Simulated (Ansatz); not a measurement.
Computed with Ansatz on PBE0-D4/def2-TZVP structures; ΔE is electronic, products minus reactants. CBS: MP2 limit from def2 TZ/QZ plus the TZ coupled-cluster correction, frozen cores. This one scheme is used for every species. Functionals use def2-TZVPP. B3LYP here is the variant with VWN-RPA as its local correlation; programs differ in this. HSE06 is defined as in plane-wave codes. One conformer a species, not always the lowest.

Consider the ligand exchange at the Si–S bond: `SC[SiH2]S` + H–F → `F[SiH2]CS` + H₂S.

```csv
level,ΔE (kcal/mol),difference from CCSD(T)/CBS
LDA (SPW92),-14.9,1.8
revPBE-D4,-13.3,3.4
BLYP-D4,-17.8,-1.1
r2SCAN-D4,-17.7,-1.0
B97M-V,-19.0,-2.3
BHLYP-D4,-19.4,-2.7
PBE0,-16.1,0.6
B3LYP,-20.8,-4.1
r2SCANh,-18.0,-1.3
r2SCAN0,-17.8,-1.1
HSE06,-16.0,0.7
CAM-B3LYP,-21.7,-5.0
CCSD(T)/def2-SVP,-18.2,-1.5
MP2/def2-TZVPP,-16.3,0.4
MP2/CBS(def2),-15.3,1.4
CCSD/CBS(def2),-17.9,-1.2
CCSD(T)/CBS,-16.7,0
```

Largest T1 diagnostic among the species: 0.011.

In def2-TZVPP, CCSD(T) changes the Hartree–Fock value by +6.3 kcal/mol (the triples alone add +1.2 kcal/mol) and MP2 by +7.8 kcal/mol. From BLYP to BHLYP (50 % exact exchange), in def2-TZVPP and without D4, ΔE moves by −0.9 kcal/mol.
